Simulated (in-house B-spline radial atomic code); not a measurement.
One electron outside the [Ar] 3d10 core: Mo13+

Computed with a B-spline radial code for spherical atoms, no-pair Dirac-Coulomb Hamiltonian, finite nucleus. Rungs: frozen-core Dirac-Hartree-Fock (DHF); Brueckner orbitals from the second-order correlation potential; the same with the Coulomb interaction screened by the core and the hole-particle interaction summed; Breit and QED terms from differences of relaxed Dirac-Fock atoms, where computed. Partial waves beyond l = 6 are extrapolated. The tables show a selection of states; those near core-excited levels, with erratic corrections or far from their DHF start are never shown.

Removal energies (eV):

```csv
state,DHF,second order,screened,Breit + QED,final
4s1/2,301.405,302.918,302.809,-0.201,302.608
4p1/2,272.193,273.602,273.509,-0.168,273.341
4p3/2,268.286,269.626,269.539,-0.11,269.43
4d3/2,220.97,?,?,?,?
4d5/2,220.302,221.459,221.395,-0.0184,221.376
4f5/2,173.575,174.48,174.459,-,-
4f7/2,173.559,?,?,?,?
5s1/2,167.014,167.645,167.579,-0.0818,167.498
5p1/2,154.334,154.94,154.879,-0.0706,154.809
5p3/2,152.688,153.273,153.215,-0.0463,153.169
```

(1) What does correlation do to 4d3/2?

(2) What does correlation do to 4f7/2?

(3) How does the lowest state compare with the NIST ionisation energy?

Electric-dipole lines from 4s1/2 (reduced matrix elements in atomic units, length form, static core polarisation, sign of DHF taken positive):

| upper | DHF | + core polarisation | + Brueckner | λ (nm) | A (s⁻¹) |
| --- | --- | --- | --- | --- | --- |
| 4p1/2 | 0.8052 | 0.7619 | 0.7587 | 42.364 | 7.67e+09 |
| 4p3/2 | 1.145 | 1.084 | 1.079 | 37.369 | 1.13e+10 |

Magnetic hyperfine constants per unit nuclear g factor (MHz, nucleus as a uniformly magnetised ball; they apply to isotopes with nuclear spin):

| state | DHF | + core polarisation | + Brueckner |
| --- | --- | --- | --- |
| 4s1/2 | 88500 | 94580 | 96340 |
| 4p1/2 | 24880 | 26690 | 27240 |
| 4p3/2 | 4244 | 4504 | 4598 |
| 5s1/2 | 36130 | 38370 | 38810 |
| 5p1/2 | 10510 | 11210 | 11350 |
| 5p3/2 | 1805 | 1886 | 1910 |

Results:

(1) It adds 1.171 eV to the removal energy in second order and 1.106 eV with screening; Breit and QED add -0.0432 eV, for a final 222.033 eV.

(2) It adds 0.8985 eV to the removal energy in second order and 0.8779 eV with screening, giving 174.436 eV before Breit and QED terms, which weren't computed for this state.

(3) 4s1/2 is bound by 302.608 eV, without recoil; NIST lists 302.6 ± 0.04 eV (measured), a difference of +0.0078 eV.
